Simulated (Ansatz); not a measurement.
`N[SiH2][SiH](N)O` + H₂S → `N[SiH](O)S` + `N[SiH3]`  (cleavage of the Si–Si bond)

Gas-phase electronic energies from Ansatz, PBE0-D4/def2-TZVP geometries. CBS: MP2 limit from def2 TZ/QZ plus the TZ coupled-cluster correction, frozen cores. This one scheme is used for every species. Each species was taken in one conformer, which may not be the lowest.

`N[SiH2][SiH](N)O`:

Cartesian coordinates in Å:
```
N 1.265 0.544 -1.959
Si 1.032 0.929 -0.298
Si -0.333 -0.749 0.587
N -1.171 -0.150 1.952
O -1.250 -1.169 -0.734
H 0.504 0.093 -2.442
H 1.793 1.141 -2.573
H 0.380 2.254 -0.029
H 2.353 0.994 0.390
H 0.358 -1.969 1.094
H -1.486 -0.741 2.702
H -1.616 0.752 1.964
H -1.829 -1.929 -0.653
```

H₂S:

Z-matrix (Å, degrees):
```
S
H 1 1.341
H 1 1.341 2 92.3
```

`N[SiH](O)S`:

Cartesian coordinates in Å:
```
N 0.669 0.783 -0.998
Si -0.336 0.026 0.140
O -0.289 0.764 1.609
S 0.338 -1.970 0.496
H 0.361 1.610 -1.485
H 1.671 0.747 -0.908
H -1.711 0.050 -0.415
H -0.795 0.368 2.321
H 0.092 -2.378 -0.760
```

`N[SiH3]`:

Z-matrix (Å, degrees):
```
Si
N 1 1.720
H 1 1.486 2 107.9
H 1 1.494 2 116.0 3 -120.3
H 1 1.486 2 107.9 3 119.4
H 2 1.007 1 119.6 3 -168.6
H 2 1.007 1 119.6 3 49.2
```

```
           species  CCSD(T)/CBS(def2) energy (Eh)
`N[SiH2][SiH](N)O`                     -767.65974
               H₂S                     -398.97279
      `N[SiH](O)S`                     -819.85829
         `N[SiH3]`                     -346.80422
```

Q: Work out ΔE.

A: ΔE = (-819.85829) + (-346.80422) − (-767.65974) − (-398.97279) = -0.02998 Eh = -18.8 kcal/mol.

Largest T1 diagnostic among the species: 0.011.

From PBE to PBE0 (25 % exact exchange), in def2-TZVPP and without D4, ΔE moves by −1.3 kcal/mol. The D4 term adds +0.8 kcal/mol with B3LYP and +0.5 kcal/mol with PBE0; it sums over pairs of atoms, weighted by their polarisabilities, and B3LYP, whose exchange is more repulsive, gets the larger term.

B3LYP here is the variant with VWN-RPA as its local correlation; programs differ in this.
